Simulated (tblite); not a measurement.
Record of a relaxation.

Species: C7H10F (doublet state).
Numbering: `[CH3:1][C@@H:2]1[C:3]2[CH2:4][CH2:5][C@H:6]2[C@H:7]1[F:8]` (hydrogens: H9, H10, H11 on C1; H12 on C2; H13, H14 on C4; H15, H16 on C5; H17 on C6; H18 on C7)

Computed with GFN2-xTB (tblite), gas phase: L-BFGS steps from a force-field or distance-geometry start until the largest atomic force falls under 0.01 eV/Å. 6 of its 97 geometries are shown.

Step 0: E = -671.3339 eV, largest atomic force 3.080 eV/Å
```
atom  x, y, z in Å  |  force x, y, z in eV/Å
C1      2.272    0.299   -0.173    0.431  -0.500   0.423
C2      0.809    0.454   -0.634    1.696   0.513  -0.317
C3     -0.045    0.860    0.534   -1.372  -0.958  -1.401
C4     -1.520    1.057    0.247   -1.311   1.330   1.332
C5     -1.847   -0.399    0.620   -0.676   0.400  -0.248
C6     -0.382   -0.615    0.708    0.466  -1.070   2.850
C7      0.210   -0.949   -0.616    1.692  -0.210  -0.056
F8     -0.634   -1.153   -1.655   -0.259  -0.485  -0.054
H9      2.518   -0.790   -0.051   -0.035   1.016  -0.132
H10     2.975    0.703   -0.891    0.057   0.203   0.068
H11     2.432    0.743    0.830   -0.092   0.001  -0.735
H12     0.660    0.973   -1.574    0.329   0.316  -0.183
H13    -1.812    1.297   -0.764    0.078   0.504  -0.211
H14    -2.041    1.699    0.995    0.412   0.161  -0.775
H15    -2.344   -0.536    1.583   -0.306  -0.012  -0.451
H16    -2.314   -0.880   -0.253   -0.096  -0.267   0.829
H17     0.056   -1.017    1.622   -0.178  -0.996  -0.257
H18     0.997   -1.738   -0.541   -0.836   0.054  -0.684
```

Step 19: E = -672.2222 eV, largest atomic force 0.152 eV/Å
```
atom  x, y, z in Å  |  force x, y, z in eV/Å
C1      2.351    0.402   -0.180    0.051   0.022   0.009
C2      0.885    0.383   -0.621   -0.029  -0.069  -0.001
C3     -0.083    0.708    0.498    0.009  -0.069   0.013
C4     -1.527    1.079    0.260    0.013   0.041   0.043
C5     -1.933   -0.360    0.644    0.060  -0.030   0.002
C6     -0.453   -0.750    0.745   -0.005  -0.097  -0.089
C7      0.255   -1.035   -0.607   -0.038  -0.016   0.011
F8     -0.628   -1.214   -1.642    0.053  -0.054   0.020
H9      2.744   -0.596   -0.016   -0.056  -0.110  -0.054
H10     2.977    0.889   -0.919    0.036   0.048  -0.078
H11     2.452    0.938    0.758   -0.013   0.115   0.058
H12     0.750    0.925   -1.560   -0.055  -0.028   0.055
H13    -1.780    1.380   -0.757    0.076   0.037  -0.015
H14    -1.898    1.827    0.954   -0.087   0.122   0.024
H15    -2.442   -0.419    1.603   -0.009  -0.034  -0.037
H16    -2.500   -0.899   -0.113    0.039   0.018   0.008
H17    -0.123   -1.366    1.575   -0.016   0.026  -0.003
H18     0.945   -1.888   -0.635   -0.030   0.078   0.032
```

Step 38: E = -672.2603 eV, largest atomic force 0.162 eV/Å
```
atom  x, y, z in Å  |  force x, y, z in eV/Å
C1      2.349    0.439   -0.249    0.049   0.024   0.016
C2      0.857    0.359   -0.562    0.018   0.009  -0.021
C3     -0.064    0.645    0.601   -0.025  -0.037   0.044
C4     -1.473    1.107    0.322   -0.056  -0.024   0.029
C5     -1.952   -0.338    0.581    0.014  -0.067   0.046
C6     -0.501   -0.811    0.758   -0.019   0.011  -0.013
C7      0.280   -1.078   -0.552   -0.031  -0.024   0.036
F8     -0.530   -1.351   -1.625    0.049  -0.018  -0.004
H9      2.758   -0.550   -0.059    0.045   0.017   0.060
H10     2.906    0.885   -1.067    0.002  -0.006  -0.060
H11     2.498    1.050    0.637    0.069   0.003   0.029
H12     0.619    0.931   -1.459   -0.009  -0.032  -0.108
H13    -1.630    1.464   -0.697    0.012   0.076   0.003
H14    -1.871    1.844    1.017   -0.014  -0.020   0.033
H15    -2.526   -0.436    1.498   -0.044  -0.039   0.010
H16    -2.492   -0.802   -0.244    0.072   0.024   0.012
H17    -0.266   -1.476    1.589   -0.048   0.121  -0.097
H18     1.029   -1.875   -0.501   -0.083  -0.017  -0.016
```

Step 58: E = -672.3327 eV, largest atomic force 0.141 eV/Å
```
atom  x, y, z in Å  |  force x, y, z in eV/Å
C1      2.321    0.506   -0.395    0.055   0.012  -0.069
C2      0.819    0.267   -0.509   -0.010   0.070  -0.010
C3     -0.041    0.563    0.708    0.025  -0.073   0.058
C4     -1.407    1.175    0.536    0.000  -0.010   0.023
C5     -1.953   -0.264    0.387   -0.112  -0.040  -0.016
C6     -0.584   -0.863    0.761   -0.023  -0.059  -0.063
C7      0.340   -1.202   -0.419    0.074   0.046  -0.086
F8     -0.293   -1.669   -1.547   -0.023   0.035   0.037
H9      2.822   -0.332    0.080   -0.031  -0.024   0.135
H10     2.761    0.635   -1.383   -0.007   0.017   0.049
H11     2.512    1.400    0.197   -0.020  -0.037  -0.090
H12     0.443    0.769   -1.404   -0.031   0.017  -0.067
H13    -1.536    1.842   -0.319    0.028   0.000   0.059
H14    -1.785    1.663    1.434    0.037   0.023  -0.029
H15    -2.753   -0.530    1.079    0.056   0.044  -0.122
H16    -2.241   -0.491   -0.639   -0.022  -0.057   0.102
H17    -0.563   -1.537    1.610    0.031   0.018   0.051
H18     1.130   -1.923   -0.188   -0.026   0.017   0.037
```

Step 77: E = -672.3827 eV, largest atomic force 0.341 eV/Å
```
atom  x, y, z in Å  |  force x, y, z in eV/Å
C1      2.328    0.500   -0.368   -0.329   0.001   0.022
C2      0.828    0.290   -0.525   -0.088   0.091   0.025
C3     -0.034    0.549    0.705    0.000  -0.053   0.017
C4     -1.411    1.151    0.564    0.077   0.074   0.024
C5     -1.954   -0.290    0.407    0.053   0.116   0.034
C6     -0.567   -0.880    0.726   -0.042  -0.073  -0.065
C7      0.331   -1.175   -0.487    0.006   0.048  -0.034
F8     -0.347   -1.567   -1.616    0.042  -0.026  -0.027
H9      2.710   -0.101    0.442    0.120  -0.205   0.209
H10     2.860    0.264   -1.278    0.051  -0.146  -0.190
H11     2.506    1.537   -0.130    0.087   0.324   0.061
H12     0.480    0.831   -1.411   -0.017  -0.020  -0.017
H13    -1.543    1.833   -0.274   -0.023   0.006  -0.065
H14    -1.785    1.639    1.468    0.108  -0.090  -0.073
H15    -2.725   -0.542    1.131   -0.013  -0.108  -0.057
H16    -2.282   -0.519   -0.605   -0.037  -0.004   0.052
H17    -0.511   -1.591    1.541    0.018   0.030   0.122
H18     1.108   -1.924   -0.303   -0.013   0.036  -0.037
```

Step 96: E = -672.4024 eV, largest atomic force 0.009 eV/Å
```
atom  x, y, z in Å  |  force x, y, z in eV/Å
C1      2.323    0.484   -0.333   -0.003   0.002  -0.005
C2      0.824    0.331   -0.532    0.004   0.000   0.000
C3     -0.043    0.567    0.690   -0.004   0.000  -0.003
C4     -1.428    1.142    0.550   -0.006  -0.003  -0.001
C5     -1.952   -0.309    0.433    0.001  -0.002   0.004
C6     -0.548   -0.874    0.715    0.002   0.002  -0.004
C7      0.325   -1.135   -0.526    0.004  -0.002  -0.006
F8     -0.372   -1.496   -1.652   -0.003  -0.004  -0.004
H9      2.641   -0.050    0.560    0.002   0.001  -0.001
H10     2.863    0.090   -1.191    0.000  -0.005   0.001
H11     2.576    1.535   -0.214   -0.003   0.000   0.003
H12     0.506    0.886   -1.420    0.006   0.002   0.004
H13    -1.587    1.797   -0.307    0.003   0.001   0.000
H14    -1.786    1.642    1.448    0.000   0.003   0.006
H15    -2.697   -0.584    1.177    0.001  -0.001  -0.002
H16    -2.313   -0.559   -0.562   -0.004   0.001   0.004
H17    -0.447   -1.573    1.539   -0.004   0.003  -0.001
H18     1.108   -1.885   -0.387    0.005   0.000   0.007
```

Q: Summarise the path.

A: The energy falls by 103.10 kJ/mol from step 0 to step 96; nine tenths of that is first reached at step 51. It rises by more than 0.2 meV at step 77. The largest force goes from 3.080 to 0.009 eV/Å. Among the bonds C5–C6 changes most, from 1.483 to 1.540 Å; the atoms move by 0.567 Å rms after alignment.

The cost below is that of the whole relaxation. The run took 0.49 s on Arm Neoverse V2, one thread, no GPU (shared host).
